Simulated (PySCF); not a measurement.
# Working out the ionisation energy of Te+

Te+ [Kr] 4d10 5s2 5p3 (4S) → Te(2+) [Kr] 4d10 5s2 5p2 (3P). Computed with PySCF 2.14 in aug-cc-pVQZ-PP with ECP28MDF, with scalar relativity through the core potential. Frozen: 4s2 4p6 4d10. Energies in hartree (1 hartree = 27.21139 eV):

```json
{"part": "UHF", "Te+ (lower)": "-266.722731", "Te(2+) (upper)": "-266.048158"}
{"part": "CCSD correlation", "Te+ (lower)": "-0.080761", "Te(2+) (upper)": "-0.064358"}
{"part": "(T)", "Te+ (lower)": "-0.002713", "Te(2+) (upper)": "-0.001502"}
```

What does Hartree-Fock give?

(-266.048158) − (-266.722731) = 0.674573 hartree = 18.356 eV.

What do CCSD and CCSD(T) give?

The CCSD correlation energies differ by 0.016403 hartree = 0.446 eV and the triples by 0.001211 hartree = 0.033 eV, so CCSD gives 18.802 eV and CCSD(T) 18.835 eV.

Reference: 18.6 ± 0.4 eV (measured; NIST Atomic Spectra Database, ionization energies), between the lowest levels; spin-orbit coupling is absent from the calculation.

What remains against the reference includes basis incompleteness, the frozen core and higher excitations.
